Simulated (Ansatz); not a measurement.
Geometry optimisation, RKS PBE/def2-SVP (Ansatz 0.2.0).

The input (input.yaml):

```yaml
crystal:
  periodic: [false, false, false]
  atoms:
    - { symbol: Si, position_ang: [-0.016491, -1.135101, -1.000077] }
    - { symbol: H, position_ang: [0.93767, -0.391507, -0.001083] }
    - { symbol: "N", position_ang: [0.55078, 0.588947, -0.426579] }
    - { symbol: C, position_ang: [-0.125033, 1.420727, 0.572963] }
    - { symbol: H, position_ang: [1.049529, 1.099757, -1.166557] }
    - { symbol: O, position_ang: [0.800344, -1.726376, 0.498867] }
    - { symbol: O, position_ang: [-1.596026, -0.972484, -0.345682] }
    - { symbol: H, position_ang: [0.551623, 2.198617, 0.980148] }
    - { symbol: H, position_ang: [-0.452391, 0.76841, 1.402452] }
    - { symbol: H, position_ang: [-1.028517, 1.90448, 0.151135] }
    - { symbol: H, position_ang: [1.558445, -2.268803, 0.210366] }
    - { symbol: H, position_ang: [-2.229933, -1.486665, -0.876052] }
basis:
  gaussian: { orbitals: def2-SVP }
hamiltonian:
  xc: pbe
relax:
  f_tol: 0.03
  max_steps: 50
```

Command:

```bash
$ ansatz run input.yaml --threads 2 --pin off --max-ram 3072MiB --backend cpu --events-out ev --progress --plain --runs-dir out
```

Problem. Where does it end, and by what steps?

Solution. The run converged. After 21 steps the energy has fallen by 1.552 eV; H11 moved furthest, 1.17 Å. Parted: Si1–H2.

```json
{"step": "0", "energy less start (eV)": "0.0000", "largest force component (eV/Å)": "2.935", "accepted": "yes"}
{"step": "1", "energy less start (eV)": "-0.6745", "largest force component (eV/Å)": "1.853", "accepted": "yes"}
{"step": "2", "energy less start (eV)": "-1.1026", "largest force component (eV/Å)": "1.276", "accepted": "yes"}
{"step": "3", "energy less start (eV)": "-1.2860", "largest force component (eV/Å)": "1.063", "accepted": "yes"}
{"step": "4", "energy less start (eV)": "-1.3847", "largest force component (eV/Å)": "1.389", "accepted": "yes"}
{"step": "5", "energy less start (eV)": "-1.3292", "largest force component (eV/Å)": "1.910", "accepted": "no"}
{"step": "6", "energy less start (eV)": "-1.4664", "largest force component (eV/Å)": "0.644", "accepted": "yes"}
{"step": "7", "energy less start (eV)": "-1.4793", "largest force component (eV/Å)": "0.877", "accepted": "yes"}
{"step": "8", "energy less start (eV)": "-1.5061", "largest force component (eV/Å)": "0.312", "accepted": "yes"}
{"step": "9", "energy less start (eV)": "-1.5170", "largest force component (eV/Å)": "0.372", "accepted": "yes"}
{"step": "10", "energy less start (eV)": "-1.5295", "largest force component (eV/Å)": "0.193", "accepted": "yes"}
{"step": "11", "energy less start (eV)": "-1.5269", "largest force component (eV/Å)": "0.297", "accepted": "no"}
{"step": "12", "energy less start (eV)": "-1.5383", "largest force component (eV/Å)": "0.118", "accepted": "yes"}
{"step": "13", "energy less start (eV)": "-1.5429", "largest force component (eV/Å)": "0.091", "accepted": "yes"}
{"step": "14", "energy less start (eV)": "-1.5451", "largest force component (eV/Å)": "0.073", "accepted": "yes"}
{"step": "15", "energy less start (eV)": "-1.5473", "largest force component (eV/Å)": "0.073", "accepted": "yes"}
{"step": "16", "energy less start (eV)": "-1.5494", "largest force component (eV/Å)": "0.088", "accepted": "yes"}
{"step": "17", "energy less start (eV)": "-1.5504", "largest force component (eV/Å)": "0.128", "accepted": "yes"}
{"step": "18", "energy less start (eV)": "-1.5511", "largest force component (eV/Å)": "0.085", "accepted": "yes"}
{"step": "19", "energy less start (eV)": "-1.5515", "largest force component (eV/Å)": "0.039", "accepted": "yes"}
{"step": "20", "energy less start (eV)": "-1.5515", "largest force component (eV/Å)": "0.031", "accepted": "yes"}
{"step": "21", "energy less start (eV)": "-1.5517", "largest force component (eV/Å)": "0.008", "accepted": "yes"}
```

```xyz
12
Properties=species:S:1:pos:R:3
Si -0.199 -1.176 -0.956
H 0.952 0.031 0.882
N 0.616 0.482 0.014
C -0.291 1.607 0.295
H 1.461 0.776 -0.496
O 1.162 -2.006 -0.267
O -1.335 -1.270 0.356
H 0.173 2.385 0.935
H -1.186 1.189 0.792
H -0.607 2.065 -0.663
H 1.480 -2.689 -0.881
H -2.227 -1.394 -0.011
```

Run time: 34 s on 2 threads of AMD EPYC 7R13 Processor (Zen 3) (shared host), peak memory 0.16 GiB.
